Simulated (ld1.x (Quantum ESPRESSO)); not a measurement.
# An all-electron radial function and its pseudo partner (Ar)

Columns: radius, all-electron u(r) and pseudo u(r) of the 3p shell (level -10.25 eV) of argon in the configuration [Ne] 3s2 3p6; PBEsol, non-relativistic, TM scheme, ld1.x (Quantum ESPRESSO) 7.5.

```json
{"r (bohr)": "0.065", "all-electron": "0.1286", "pseudo": "-0.0052"}
{"r (bohr)": "0.130", "all-electron": "0.2950", "pseudo": "-0.0206"}
{"r (bohr)": "0.195", "all-electron": "0.3801", "pseudo": "-0.0460"}
{"r (bohr)": "0.260", "all-electron": "0.3774", "pseudo": "-0.0809"}
{"r (bohr)": "0.325", "all-electron": "0.3090", "pseudo": "-0.1244"}
{"r (bohr)": "0.390", "all-electron": "0.1999", "pseudo": "-0.1756"}
{"r (bohr)": "0.455", "all-electron": "0.0704", "pseudo": "-0.2334"}
{"r (bohr)": "0.520", "all-electron": "-0.0652", "pseudo": "-0.2964"}
{"r (bohr)": "0.585", "all-electron": "-0.1969", "pseudo": "-0.3630"}
{"r (bohr)": "0.650", "all-electron": "-0.3189", "pseudo": "-0.4312"}
{"r (bohr)": "0.715", "all-electron": "-0.4278", "pseudo": "-0.4989"}
{"r (bohr)": "0.780", "all-electron": "-0.5224", "pseudo": "-0.5640"}
{"r (bohr)": "0.845", "all-electron": "-0.6024", "pseudo": "-0.6244"}
{"r (bohr)": "0.910", "all-electron": "-0.6678", "pseudo": "-0.6781"}
{"r (bohr)": "0.975", "all-electron": "-0.7196", "pseudo": "-0.7237"}
{"r (bohr)": "1.040", "all-electron": "-0.7589", "pseudo": "-0.7602"}
{"r (bohr)": "1.105", "all-electron": "-0.7870", "pseudo": "-0.7873"}
{"r (bohr)": "1.170", "all-electron": "-0.8053", "pseudo": "-0.8053"}
{"r (bohr)": "1.235", "all-electron": "-0.8151", "pseudo": "-0.8151"}
{"r (bohr)": "1.300", "all-electron": "-0.8176", "pseudo": "-0.8176"}
{"r (bohr)": "1.365", "all-electron": "-0.8140", "pseudo": "-0.8140"}
{"r (bohr)": "1.430", "all-electron": "-0.8054", "pseudo": "-0.8054"}
{"r (bohr)": "1.495", "all-electron": "-0.7927", "pseudo": "-0.7927"}
{"r (bohr)": "1.560", "all-electron": "-0.7767", "pseudo": "-0.7767"}
{"r (bohr)": "1.625", "all-electron": "-0.7580", "pseudo": "-0.7580"}
{"r (bohr)": "1.690", "all-electron": "-0.7373", "pseudo": "-0.7373"}
```

**Question.** How many radial nodes do the two functions have?

**Answer.** The all-electron 3p function has n − l − 1 = 1; the pseudo-wave has 0, since the states of the same l below it are removed with the core.

**Question.** At about which radius was the pseudo-wave matched?

**Answer.** 1.30 bohr. The columns agree to 0.0005 from 1.10 bohr on; several derivatives are matched, so the curves merge somewhat inside the radius.

**Question.** Is the pseudo-wave norm-conserving?

**Answer.** Yes: the TM scheme keeps the norm inside the radius equal to the all-electron one, which fixes the energy derivative of the logarithmic derivative at the level.
